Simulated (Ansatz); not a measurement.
Ansatz (a quantum-chemistry and plane-wave program) input (CCSD(T)/def2-SVPD):

Ansatz 0.2 input:
```yaml
crystal:
  periodic: [false, false, false]
  atoms:
    - {symbol: C, position_ang: [-2.57200524, -0.32058763, 0.08779760]}
    - {symbol: Sn, position_ang: [-0.44990932, -0.05607895, 0.01535804]}
    - {symbol: Br, position_ang: [0.58903018, -1.55993633, -1.67205907]}
    - {symbol: Br, position_ang: [0.14712063, 2.28186143, -0.58957898]}
    - {symbol: Br, position_ang: [0.59659730, -0.55580470, 2.21614355]}
    - {symbol: H, position_ang: [-2.77375501, -1.35491913, 0.35530723]}
    - {symbol: H, position_ang: [-2.97077891, 0.35793351, 0.83792735]}
    - {symbol: H, position_ang: [-2.97415268, -0.08975521, -0.89561475]}
basis:
  gaussian:
    orbitals: def2-SVPD
magnetization: {spin_polarized: false}
correlation: {method: ccsd_t, electrons: outside_noble_gas}
output: {forces: true}
```

Output:

```
Functional definition: HF
integrals: 0.99 GiB planned
2044 factors; integrals over basis functions are off by at most 1.1e-3 eV
1.44 GiB of device memory are held for the factors and their scratch space
mean field: 2.44 GiB planned
mean field evaluation 1: about -216856.0919 eV, gradient 2.7e1 eV
mean field evaluation 2: about -216856.2776 eV, gradient 2.7e1 eV
mean field evaluation 4: about -216858.5543 eV, gradient 2.5e0 eV
mean field evaluation 8: about -216858.5937 eV, gradient 1.9e-1 eV
mean field evaluation 16: about -216857.7389 eV, gradient 1.5e1 eV
mean field -216858.59385687 eV, -7969.4063322056 hartree, gradient 3.3e-6 eV, S^2 0.000000; 0 other end points of the search recorded, 0 dependent functions left out
52 core orbitals not correlated
reference -216858.59385687 eV, -7969.4063322056 hartree; 16, 16 occupied and 131, 131 virtual orbitals, 2044 factors
densities: 7.36 GiB planned
second order -16.49839841 eV of doubles, -0.00000000 eV of singles
coupled cluster: 2.74 GiB planned
cycle   1  -17.42388965 eV  change   -9.3e-1 eV  update   9.0e-2
cycle   2  -17.78273385 eV  change   -3.6e-1 eV  update   2.6e-2
cycle   3  -17.85034862 eV  change   -6.8e-2 eV  update   1.2e-2
cycle   4  -17.84733008 eV  change    3.0e-3 eV  update   2.5e-3
cycle   5  -17.84613187 eV  change    1.2e-3 eV  update   8.3e-4
cycle   6  -17.84600186 eV  change    1.3e-4 eV  update   2.4e-4
cycle   7  -17.84600847 eV  change   -6.6e-6 eV  update   7.4e-5
cycle   8  -17.84602380 eV  change   -1.5e-5 eV  update   2.5e-5
cycle   9  -17.84602157 eV  change    2.2e-6 eV  update   8.3e-6
cycle  10  -17.84601638 eV  change    5.2e-6 eV  update   2.9e-6
perturbative correction -0.58400139 eV, -0.0214616553 hartree
the calculation of the forces begins
1.44 GiB of device memory are held for the factors and their scratch space
Total energy: -216877.02387464 eV, -7970.0836228665 hartree
Atom 0 at    -2.572005    -0.320588     0.087798 Å, force     0.396178     0.049382    -0.013524 eV/Å
Atom 1 at    -0.449909    -0.056079     0.015358 Å, force    -0.074308    -0.009262     0.002536 eV/Å
Atom 2 at     0.589030    -1.559936    -1.672059 Å, force     0.123635    -0.178030    -0.199863 eV/Å
Atom 3 at     0.147121     2.281861    -0.589579 Å, force     0.071300     0.276959    -0.071664 eV/Å
Atom 4 at     0.596597    -0.555805     2.216144 Å, force     0.124532    -0.059109     0.260621 eV/Å
Atom 5 at    -2.773755    -1.354919     0.355307 Å, force    -0.159338    -0.434592     0.112544 eV/Å
Atom 6 at    -2.970779     0.357934     0.837927 Å, force    -0.240306     0.269316     0.310880 eV/Å
Atom 7 at    -2.974153    -0.089755    -0.895615 Å, force    -0.241693     0.085336    -0.401531 eV/Å
Dipole moment:    -0.577769    -0.072016     0.019723 e Å
```
